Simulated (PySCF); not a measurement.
BrCl, charge -1, doublet, at the geometry of the source list (a state made from the parent by changing its charge; the spin is typed, not shown lowest) (in this run its highest filled SCF level lies above zero, so its values depend strongly on the basis, on diffuse functions most of all); PySCF with PBE0/def2-SV(P).

Input for PySCF:
```python
from pyscf import gto, scf, dft

mol = gto.Mole()
mol.atom = '''
    Cl    1.06790000    0.00000000    0.00000000
    Br   -1.06790000    0.00000000    0.00000000
'''
mol.basis = 'def2-sv(p)'
mol.charge = -1
mol.spin = 1
mol.verbose = 4
mol.build()

mf = dft.UKS(mol)
mf.xc = 'pbe0'
mf.kernel()
```

Output, abridged:

```
PySCF version 2.14.0

[INPUT] verbose = 4
[INPUT] num. atoms = 2
[INPUT] num. electrons = 53
[INPUT] charge = -1
[INPUT] spin (= nelec alpha-beta = 2S) = 1
[INPUT] symmetry False subgroup None
[INPUT] Mole.unit = angstrom
[INPUT] Symbol           X                Y                Z      unit          X                Y                Z       unit  Magmom
[INPUT]  1 Cl     1.067900000000   0.000000000000   0.000000000000 AA    2.018038528423   0.000000000000   0.000000000000 Bohr   0.0
[INPUT]  2 Br    -1.067900000000   0.000000000000   0.000000000000 AA   -2.018038528423   0.000000000000   0.000000000000 Bohr   0.0

nuclear repulsion = 147.420376672629
number of shells = 20
number of NR pGTOs = 110
number of NR cGTOs = 50
basis = def2-sv(p)
ecp = {}

******** <class 'pyscf.dft.uks.UKS'> ********
method = UKS
initial guess = minao
damping factor = 0
level_shift factor = 0
DIIS = <class 'pyscf.scf.diis.CDIIS'>
diis_start_cycle = 1
diis_space = 8
diis_damp = 0
SCF conv_tol = 1e-09
SCF conv_tol_grad = None
SCF max_cycles = 50
direct_scf = True
direct_scf_tol = 1e-13
number electrons alpha = 27  beta = 26
XC library pyscf.dft.libxc version 7.1.2
    S. Lehtola, C. Steigemann, M. J. T. Oliveira, and M. A. L. Marques,  SoftwareX 7, 1–5 (2018)
XC functionals = pbe0
    C. Adamo and V. Barone,  J. Chem. Phys. 110, 6158 (1999)
    M. Ernzerhof and G. E. Scuseria,  J. Chem. Phys. 110, 5029 (1999)
radial grids:
    Treutler-Ahlrichs [JCP 102, 346 (1995); DOI:10.1063/1.469408] (M4) radial grids

becke partition: Becke, JCP 88, 2547 (1988); DOI:10.1063/1.454033
pruning grids: <function nwchem_prune>
grids dens level: 3
symmetrized grids: False
atomic radii adjust function: <function treutler_atomic_radii_adjust>
small_rho_cutoff = 0
Set gradient conv threshold to 3.16228e-05
tot grids = 39304
init E= -3032.46491916875

cycle= 1 E= -3033.41325354968  delta_E= -0.948  |g|= 0.207  |ddm|= 1.42
cycle= 2 E= -3033.42957680022  delta_E= -0.0163  |g|= 0.14  |ddm|= 0.606
cycle= 3 E= -3033.43830380084  delta_E= -0.00873  |g|= 0.0195  |ddm|= 0.222
cycle= 4 E= -3033.43847023268  delta_E= -0.000166  |g|= 0.00551  |ddm|= 0.0284
cycle= 5 E= -3033.43848616349  delta_E= -1.59e-05  |g|= 0.00223  |ddm|= 0.00862
cycle= 6 E= -3033.43848764769  delta_E= -1.48e-06  |g|= 0.000324  |ddm|= 0.0024
cycle= 7 E= -3033.43848769194  delta_E= -4.42e-08  |g|= 0.000119  |ddm|= 0.000571
cycle= 8 E= -3033.43848770009  delta_E= -8.15e-09  |g|= 2.15e-05  |ddm|= 0.000173
cycle= 9 E= -3033.43848770041  delta_E= -3.21e-10  |g|= 4.85e-06  |ddm|= 3.89e-05
Extra cycle  E= -3033.43848770043  delta_E= -1.36e-11  |g|= 2.75e-06  |ddm|= 1.06e-05
converged SCF energy = -3033.43848770043  <S^2> = 0.75201567  2S+1 = 2.0020147
```
